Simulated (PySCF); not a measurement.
C2H9GeNSSi.
Numbering: `[CH3:1][C:2](=[S:3])[GeH2:4][NH:5][SiH3:6]` (hydrogens: H7, H8, H9 on C1; H10, H11 on Ge4; H12 on N5; H13, H14, H15 on Si6)

Geometry (PBE0-D3(BJ)/def2-SVP, Å), atoms numbered from 1 in this order:
```xyz
15
C2H9GeNSSi angstrom
C      1.6120    1.0625    0.1661
C      1.6199   -0.4255    0.2097
S      2.9181   -1.3297    0.5785
Ge    -0.0544   -1.4012   -0.1803
N     -1.3680   -0.2602   -0.7890
Si    -2.3482    0.8171    0.1512
H      1.1887    1.4169   -0.7893
H      0.9320    1.4500    0.9469
H      2.6155    1.4837    0.3201
H     -0.5306   -2.0709    1.1187
H      0.2228   -2.4266   -1.2895
H     -1.4903   -0.2529   -1.7973
H     -3.8151    0.5539    0.0049
H     -2.1263    2.2577   -0.2011
H     -1.9543    0.6130    1.5789
```

Computed with PBE0-D3(BJ)/def2-SVP geometry optimisation, gas phase in PySCF 2.14.0.

Take the most abundant isotopes and a rigid rotor. The values belong to one conformer with, in the numbering `[CH3:1][C:2](=[S:3])[GeH2:4][NH:5][SiH3:6]`, C1–C2–Ge4–N5 8°, C2–Ge4–N5–Si6 -78°.

Q: What are A, B and C (GHz)?

A: Ia = 169.19, Ib = 613.11, Ic = 739.63 u·Å²; 505379 MHz·u·Å²/I gives 2987, 824.3 and 683.3 MHz, that is A = 2.9870, B = 0.8243, C = 0.6833 GHz.

Q: What kind of rotor is it?

A: An asymmetric top: κ = (2 × 824.3 − 2987 − 683.3)/(2987 − 683.3) = -0.88.

Q: Is it planar, by Δ = Ic − Ia − Ib?

A: Not planar: Δ = Ic − Ia − Ib = -42.67 u·Å². For a rigid frame Δ = −2 Σ m c², so Σ m c² = 21.33 u·Å² lies off the ab plane: 10.62 from hydrogen and 10.72 from heavier atoms. The atom farthest from that plane is 1.67 Å away.

Q: Give the other two planar moments, Paa and Pbb, and the rms extents of the mass along the axes.

A: Paa = Σ m a² = (Ib + Ic − Ia)/2 = 591.77 and Pbb = Σ m b² = (Ia + Ic − Ib)/2 = 147.86 u·Å². With the mass M = 180.94 u, the rms extents √(P/M) along a, b and c are 1.81, 0.90, 0.34 Å.

Q: List the rotational levels J(Ka,Kc) to J = 5 (cm⁻¹).

A: Above 0(0,0):
J = 1: 1(0,1) 0.0503, 1(1,1) 0.1224, 1(1,0) 0.1271
J = 2: 2(0,2) 0.1506, 2(1,2) 0.2183, 2(1,1) 0.2324, 2(2,1) 0.4488, 2(2,0) 0.4491
J = 3: 3(0,3) 0.3006, 3(1,3) 0.3620, 3(1,2) 0.3902, 3(2,2) 0.5997, 3(2,1) 0.6008, 3(3,1) 0.9723, 3(3,0) 0.9723
J = 4: 4(0,4) 0.4996, 4(1,4) 0.5533, 4(1,3) 0.6003, 4(2,3) 0.8007, 4(2,2) 0.8040, 4(3,2) 1.1739, 4(3,1) 1.1739, 4(4,1) 1.6949, 4(4,0) 1.6949
J = 5: 5(0,5) 0.7467, 5(1,5) 0.7921, 5(1,4) 0.8624, 5(2,4) 1.0516, 5(2,3) 1.0592, 5(3,3) 1.4260, 5(3,2) 1.4262, 5(4,2) 1.9469, 5(4,1) 1.9469, 5(5,1) 2.6168, 5(5,0) 2.6168
The levels of one J sum to (2J + 1)J(J + 1)(A + B + C)/3.

Q: Which types of transition are allowed, and where do some lines up to J = 4 fall?

A: The dipole components are |μa| = 1.66 D, |μb| = 0.46 D, |μc| = 1.23 D. The squared components, which scale the intensities, stand as 1.00 : 0.08 : 0.55 (a : b : c). Some lines, for components of 0.1 D or more:

```tsv
type	branch	J(Ka,Kc)	MHz	lower level (cm⁻¹)
c	Q	2(1,2) ← 2(0,2)	2028	0.151
c	Q	1(1,1) ← 1(0,1)	2163	0.050
b	Q	2(1,1) ← 2(0,2)	2451	0.151
b	R	4(0,4) ← 3(1,3)	4125	0.362
a	R	4(2,3) ← 3(2,2)	6025	0.600
a	R	4(3,1) ← 3(3,0)	6044	0.972
c	Q	3(2,2) ← 3(1,2)	6281	0.390
a	R	4(1,3) ← 3(1,2)	6298	0.390
b	R	2(2,1) ← 1(1,0)	9644	0.127
b	R	3(2,2) ← 2(1,1)	11011	0.232
c	R	3(2,1) ← 2(1,1)	11044	0.232
c	Q	3(3,1) ← 3(2,1)	11137	0.601
b	Q	4(3,2) ← 4(2,3)	11188	0.801
c	R	3(2,2) ← 2(1,2)	11434	0.218
b	R	4(3,2) ← 3(2,1)	17180	0.601
b	R	4(3,1) ← 3(2,2)	17215	0.600
c	R	4(4,1) ← 3(3,1)	21664	0.972
```

Not checked by PBE0-D3(BJ)/def2-SVP frequencies. Zero-point vibration and centrifugal distortion are left out. A rigid rotor knows nothing of internal rotation, which can split or shift real lines. Quadrupole hyperfine structure (14N) is left out.

Hardware: Intel Xeon at 2.70 GHz, one thread, shared host with 64 logical CPUs at a one-minute load of 61. Cost: 7.2 min wall, 0.67 GiB resident at most. This is the geometry optimisation.
